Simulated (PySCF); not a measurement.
Ga2(mu-H)2(Cl)4, H2Cl4Ga2, singlet, CAM-B3LYP/def2-SVP optimised geometry.

```
8

Ga     1.35    -0.84     1.64
Ga    -0.51    -0.24     0.00
H      1.24    -0.24     0.00
Cl     2.08     0.69     2.93
Cl     2.08    -2.83     1.64
H     -0.40    -0.84     1.64
Cl    -1.24     1.76     0.00
Cl    -1.24    -1.76    -1.29
```

Density from PySCF 2.14.0 with CAM-B3LYP/def2-TZVP at that geometry.

Minimum of the electron density along straight lines between bonded atoms, close to the bond critical point (lines longer than 1.1 times the sum of covalent radii, or with two minima, are not listed):

| bond | length / Å | ρ at the minimum / e bohr⁻³ | ∇²ρ there / e bohr⁻⁵ | position (fraction from the first atom) |
|---|---|---|---|---|
| Ga1–Ga2 | 2.549 | 0.049 | 0.04 | 0.50 |
| Ga1–Cl4 | 2.126 | 0.102 | 0.27 | 0.44 |
| Ga1–Cl5 | 2.126 | 0.102 | 0.27 | 0.44 |
| Ga2–Cl7 | 2.126 | 0.102 | 0.27 | 0.44 |
| Ga2–Cl8 | 2.126 | 0.102 | 0.27 | 0.44 |
